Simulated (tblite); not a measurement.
Isomers of C11H12. All values are computed: GFN2-xTB (tblite) harmonic vibrations without scaling, gas phase. Errors from tens to a few hundred cm⁻¹ against measured bands are possible. One conformer each.

Electronic energies: GFN2-xTB at the same geometries; isomer energies are rough at this level and their order can be wrong.

```tsv
SMILES	electronic energy, lowest = 0 (kcal/mol)
C#C[C@@H]1C[C@H]1C1=CCC=CC1	39.4
C#Cc1c(C)cccc1CC	1.2
C#C[C@@]1(C#CC)[C@@H]2CC[C@H]1C2	47.6
C=CC[C@@]12C=C[C@H]3C=C[C@@H]1[C@H]32	16.1
C=C[C@@H](C)c1cccc2c1C2	38.3
C#Cc1ccccc1CCC	4.9
C=C(C)C(=C)c1ccccc1	0.0
```

Task: How do GFN2-xTB zero-point energies change the relative energies?

Result: 
```json
{"SMILES": "C=C(C)C(=C)c1ccccc1", "ZPE (kcal/mol)": "119.0", "of it from modes above 1550 cm⁻¹": "62.1", "electronic (kcal/mol)": "0.0", "with ZPE, lowest = 0 (kcal/mol)": "0.0", "lowest mode (cm⁻¹)": "37", "rings": "1"}
{"SMILES": "C#Cc1c(C)cccc1CC", "ZPE (kcal/mol)": "118.8", "of it from modes above 1550 cm⁻¹": "60.3", "electronic (kcal/mol)": "1.2", "with ZPE, lowest = 0 (kcal/mol)": "1.0", "lowest mode (cm⁻¹)": "46", "rings": "1"}
{"SMILES": "C#Cc1ccccc1CCC", "ZPE (kcal/mol)": "119.4", "of it from modes above 1550 cm⁻¹": "60.2", "electronic (kcal/mol)": "4.9", "with ZPE, lowest = 0 (kcal/mol)": "5.3", "lowest mode (cm⁻¹)": "51", "rings": "1"}
{"SMILES": "C=CC[C@@]12C=C[C@H]3C=C[C@@H]1[C@H]32", "ZPE (kcal/mol)": "120.0", "of it from modes above 1550 cm⁻¹": "59.8", "electronic (kcal/mol)": "16.1", "with ZPE, lowest = 0 (kcal/mol)": "17.1", "lowest mode (cm⁻¹)": "48", "rings": "3"}
{"SMILES": "C=C[C@@H](C)c1cccc2c1C2", "ZPE (kcal/mol)": "118.9", "of it from modes above 1550 cm⁻¹": "59.6", "electronic (kcal/mol)": "38.3", "with ZPE, lowest = 0 (kcal/mol)": "38.2", "lowest mode (cm⁻¹)": "14", "rings": "2"}
{"SMILES": "C#C[C@@H]1C[C@H]1C1=CCC=CC1", "ZPE (kcal/mol)": "118.6", "of it from modes above 1550 cm⁻¹": "60.3", "electronic (kcal/mol)": "39.4", "with ZPE, lowest = 0 (kcal/mol)": "39.0", "lowest mode (cm⁻¹)": "15", "rings": "2"}
{"SMILES": "C#C[C@@]1(C#CC)[C@@H]2CC[C@H]1C2", "ZPE (kcal/mol)": "119.2", "of it from modes above 1550 cm⁻¹": "58.8", "electronic (kcal/mol)": "47.6", "with ZPE, lowest = 0 (kcal/mol)": "47.9", "lowest mode (cm⁻¹)": "19", "rings": "3"}
```

The zero-point energies span 1.4 kcal/mol, from `C#C[C@@H]1C[C@H]1C1=CCC=CC1` to `C=CC[C@@]12C=C[C@H]3C=C[C@@H]1[C@H]32`. The order is unchanged.

Task: What do entropy and thermal enthalpy add at 298.15 K and 1 bar (rigid rotor, harmonic oscillator, one conformer each)?

Result: 
| SMILES | point group | symmetry number | S (cal/(mol K)) | H − H(0) (kcal/mol) | ZPE + H − H(0) − TS (kcal/mol) |
| --- | --- | --- | --- | --- | --- |
| C=C(C)C(=C)c1ccccc1 | C1 | 1 | 101.2 | 7.25 | 96.1 |
| C#Cc1c(C)cccc1CC | C1 | 1 | 105.1 | 7.85 | 95.3 |
| C#Cc1ccccc1CCC | C1 | 1 | 102.6 | 7.50 | 96.3 |
| C=CC[C@@]12C=C[C@H]3C=C[C@@H]1[C@H]32 | C1 | 1 | 95.4 | 6.45 | 98.0 |

Not tabulated: `C=C[C@@H](C)c1cccc2c1C2` (lowest mode only 14 cm⁻¹); `C#C[C@@H]1C[C@H]1C1=CCC=CC1` (lowest mode only 15 cm⁻¹); `C#C[C@@]1(C#CC)[C@@H]2CC[C@H]1C2` (lowest mode only 19 cm⁻¹).
